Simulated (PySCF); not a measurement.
Structure problem from calculated spectra and properties.

Formula: C5H14O3Si2.

| Property | Result |
| --- | --- |
| Valence photoelectron | vertical ionisation energy: 9.79 eV [ΔSCF CAM-B3LYP/def2-SVPD] |
| 13C NMR | chemical shifts (computed TMS as zero) by class: 185.2 (1 C), 64.5 (1 C), -1.0 (3 C) ppm [GIAO CAM-B3LYP/pcSseg-1] |
| NMR, other nuclei | isotropic shieldings of nuclei other than C and H, by class: -104 (1 O), 136 (1 O), 301 (1 O), 317 (1 Si), 379 (1 Si) ppm [GIAO CAM-B3LYP/pcSseg-1] |
| UV, first state | lowest singlet excitation: 5.75 eV (215 nm, f = 0.001) [TDDFT CAM-B3LYP/def2-SVPD] |
| Polarisability | 119.2 au [CAM-B3LYP/def2-SVPD] |
| Triplet | lowest triplet excitation (Tamm–Dancoff): 5.28 eV [TDA CAM-B3LYP/def2-SVPD] |
| Rotational structure | rotational constants A, B, C: 1.667, 0.536, 0.478 GHz [PBE0-D3(BJ)/def2-SVP] |

Gas-phase values; electronic properties from PySCF, density fitting. Levels stand in brackets. One conformer (not necessarily the lowest) at the PBE0-D3(BJ)/def2-SVP geometry, without solvent, vibrations or thermal averaging. NMR values are class means; diastereotopic atoms form classes of their own.

Question: What is the compound? Reason from the data.

Answer: Numbering: `[CH3:1][Si:2]([CH3:3])([CH3:4])[O:5][CH2:6][C:7](=[O:8])[O:9][SiH3:10]`. Its formula, C5H14O3Si2, gives 1 degree of unsaturation: 0 rings and 1 π bond in the structure found. 5 carbons fall into 3 classes; from least to most shielded: carbonyl carbon [C7] (185.2 ppm), sp3 carbon bound to oxygen [C6] (64.5 ppm), Si-methyl carbon [C1/C3/C4] (-1.0 ppm, 3 C). The other shieldings belong to: -104 ppm, carbonyl oxygen [O8]; 136 ppm, oxygen singly bound to a carbonyl carbon [O9]; 301 ppm, silyl ether oxygen [O5]; 317 ppm, oxygen-bound silicon [Si2]; 379 ppm, oxygen-bound silicon [Si10]. The first electron is taken from the HOMO, whose largest Löwdin shares are 0.32 on the silyl ether oxygen, 0.21 on the carbonyl oxygen, 0.09 on an Si-methyl carbon and 0.07 on the sp3 carbon bound to oxygen. The optimised geometry has point group C1 and is an asymmetric top. Structure: `C[Si](C)(C)OCC(=O)O[SiH3]`. The assignments are read from this structure; whether some other isomer fits the data as well wasn't checked.

Conformer computed: `[CH3:1][Si:2]([CH3:3])([CH3:4])[O:5][CH2:6][C:7](=[O:8])[O:9][SiH3:10]`: C1–Si2–O5–C6 -167°, Si2–O5–C6–C7 85°, O5–C6–C7–O8 -169°, C6–C7–O9–Si10 180°.
